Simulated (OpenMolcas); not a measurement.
Pt2+ in a ligand field

Pt2+ with 4 ligands (oxide) in square-planar coordination (D4h) at 1.98 Å. A charge of +1.5 e stands 3.2 Å behind each ligand. Ligand basis ANO-RCC-VDZP.
```
Pt    0.0000    0.0000    0.0000
O     1.9800    0.0000    0.0000
O     0.0000    1.9800    0.0000
O    -1.9800    0.0000    0.0000
O     0.0000   -1.9800    0.0000
```

```
Program             : OpenMolcas 26.06
Method              : CASSCF
Basis               : ANO-RCC-VTZP [8s7p5d3f1g]
Scalar Hamiltonian  : DKH2, point nucleus
Active space        : 8 electrons in 5 orbitals (5d)
State averaging     : 2S+1 = 3 even, 10 roots; 2S+1 = 1 even, 15 roots
Spin-orbit coupling : state interaction with AMFI integrals over the reference wave functions
```

The lowest spin-free states (labels of D4, the rotations of D4h), above the lowest:

```tsv
State	Degeneracy	E (cm-1)
1A1	1	0.0
3A2	1	17971
3E	2	19686
1A2	1	23089
1E	2	28538
3B1	1	30130
1B1	1	35301
3E	2	43915
1A1	1	50113
3A2	1	51723
3B2	1	53677
1E	2	54641
1B2	1	56806
1B1	1	62826
1B2	1	64512
3E	2	67367
1A1	1	72233
1E	2	75303
1A1	1	95399
```

The lowest levels with spin-orbit coupling:

| E (cm-1) | Degeneracy | Label | 2S+1 | g |
| --- | --- | --- | --- | --- |
| 0.0 | 1 | A1 | 1 |  |
| 15838 | 1 | A1 | 3 |  |
| 16979 | 1 | A2 | 3 (84 %) |  |
| 17274 | 2 | E | 3 | 0.00 0.00 1.78 |
| 21529 | 1 | B2 | 3 |  |
| 22311 | 2 | E | 3 | 0.00 0.00 0.50 |
| 22360 | 1 | B1 | 3 |  |
| 23307 | 1 | A1 | 3 (90 %) |  |
| 26623 | 1 | A2 | 1 (83 %) |  |
| 28011 | 2 | E | 1 (59 %) | 0.00 0.00 1.74 |
| 33695 | 1 | B2 | 3 |  |
| 34605 | 2 | E | 3 (72 %) | 0.00 0.00 3.72 |
| 37699 | 1 | B1 | 1 (86 %) |  |
| 42463 | 1 | A1 | 3 (89 %) |  |
| 45151 | 2 | E | 3 | 0.00 0.00 0.85 |
| 45193 | 1 | B1 | 3 |  |
| 45576 | 1 | A2 | 3 |  |
| 46517 | 1 | B2 | 3 (87 %) |  |
| 52489 | 2 | E | 3 (60 %) | 0.00 0.00 0.07 |
| 52805 | 1 | A1 | 1 (52 %) |  |

Powder χT (cm3 K/mol): 0 at 2 K, 0 at 10 K, 0.00226 at 50 K, 0.00451 at 100 K, 0.00902 at 200 K, 0.0135 at 300 K. The effective moment at 300 K is 2.828 √(χT) = 0.33 μB.

The lowest level has 2S+1 = 1, for which the spin-only value is χT = S(S+1) / 2 = 0.000 cm3 K/mol (g = 2). The computed 0.014 at 300 K differs by +0.014, through orbital momentum, spin-orbit coupling and any other state in reach.

Metal share of the active 5d orbitals (Löwdin): 68, 79, 86, 86, 88 %; Mulliken charge of the metal 1.01.

Without dynamic correlation the repulsion within the d shell is too large (B by tens of per cent), so at a given field states of lower spin stand too high. The least metal-like active orbital is 68 % on the metal (Löwdin) and no ligand orbital is active, so the numbers are rough. The oxide ions are held by bare point charges, a crude embedding. With metal d orbitals alone the field can be off either way by tens of per cent. Ligand-to-metal charge-transfer states are missing. With no ligand orbital active B as a rule stays too high, so bands that hang on it stand too high and its fall with covalency is understated. No measured value stands beside these numbers; the geometry is a model, was not optimised and need not be the one that this ion takes.

The RASSCF and RASSI steps took 32 s on 1 thread of Arm Neoverse V1 (shared host); the integral step is not counted.

With an even number of electrons the g values are those of a degenerate or nearly degenerate non-Kramers pair.
